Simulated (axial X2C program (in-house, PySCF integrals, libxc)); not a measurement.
**TiO⁺: the levels of the configuration d0 s1 p(π)0**

Computed with an in-house all-electron X2C program for linear molecules (integrals from PySCF): two-component X2C with atomic mean-field Coulomb and Gaunt terms, basis Ti dyall-v3z, O dyall-v3z (cores contracted in-house). Orbitals come from Hartree–Fock averaged over the configuration Ti d0 s1 p(π)0; CI then distributes these electrons over the d, s, p(π) shells of Ti.

R = 1.519 Å (near the minimum of the configuration average).

Active spinors (ω > 0):

| shell | ω | ε (eV) | character |
| --- | --- | --- | --- |
| d | 3/2 | -5.08 | 100% Ti d |
| d | 5/2 | -5.06 | 100% Ti d |
| d | 1/2 | -4.08 | 69% Ti d, 15% Ti p, 12% O p |
| d | 3/2 | -4.06 | 68% Ti d, 15% Ti p, 12% O p |
| d | 1/2 | -3.95 | 42% Ti p, 31% Ti d, 14% O p |
| s | 1/2 | -10.09 | 64% Ti s, 21% Ti d, 10% O p |
| p(π) | 1/2 | -2.40 | 71% Ti p, 15% Ti d, 8% O p |
| p(π) | 3/2 | -2.39 | 71% Ti p, 15% Ti d, 8% O p |

Lowest levels of this model:

```json
{"Ω": "3/2", "energy (cm⁻¹)": "0", "g∥": "2.00", "configuration": "100% d1"}
{"Ω": "5/2", "energy (cm⁻¹)": "159", "g∥": "6.00", "configuration": "100% d1"}
{"Ω": "1/2", "energy (cm⁻¹)": "8617", "g∥": "2.00", "configuration": "100% s1"}
{"Ω": "1/2", "energy (cm⁻¹)": "13919", "g∥": "0.00", "configuration": "100% d1"}
{"Ω": "3/2", "energy (cm⁻¹)": "14084", "g∥": "4.00", "configuration": "100% d1"}
```

g∥ is the magnitude of 2⟨Lz + ge Sz⟩ for the +Ω component.

Question: From Ω and g∥ of the lowest level, whose 2⟨Lz + ge Sz⟩ is positive, find ⟨Sz⟩ and ⟨Lz⟩ (ge = 2.0023).

Answer: Ω = ⟨Lz⟩ + ⟨Sz⟩ = 3/2 and ⟨Lz⟩ + ge⟨Sz⟩ = 1.000, so ⟨Sz⟩ = -0.50 and ⟨Lz⟩ = 2.00.

Occupations of the active spinors in the lowest level by ω, shell by shell in order of energy: -5/2: 0.00; -3/2: 0.00 0.00 0.00; -1/2: 0.00 0.00 0.00 0.00; 1/2: 0.00 0.00 0.00 0.00; 3/2: 1.00 0.00 0.00; 5/2: 0.00. The leading determinant has weight 1.00 among 3.

This point took 0.6 s on 1 thread of Arm Neoverse V1, on a shared host.

There is no dynamic correlation: spin–orbit spacings and, for f shells, spacings inside one term are the most reliable numbers, splittings between terms come out too wide, and energies between configurations are not reliable, so the lowest level need not be the ground state of the molecule. The lowest levels belong to d1, not to the averaged configuration, so orbitals and distance suit them less well. For d shells the ligand-field splittings (σ, π, δ) and their order can be off by a thousand cm⁻¹ or more. At most 6 roots were kept for each Ω > 0 (twice that for Ω = 0) within 3.2 eV of the lowest, so higher up levels can be missing between those listed; levels with Ω > 0 are doubly degenerate and listed once, Ω = 0 levels singly. Some active spinors are only partly of the character that their shell is named for, so the shell names and counts are nominal. States that fill the shells left empty in the average are placed too high. Along the bond the averaged SCF switches between close solutions, so this one may not be the lowest.
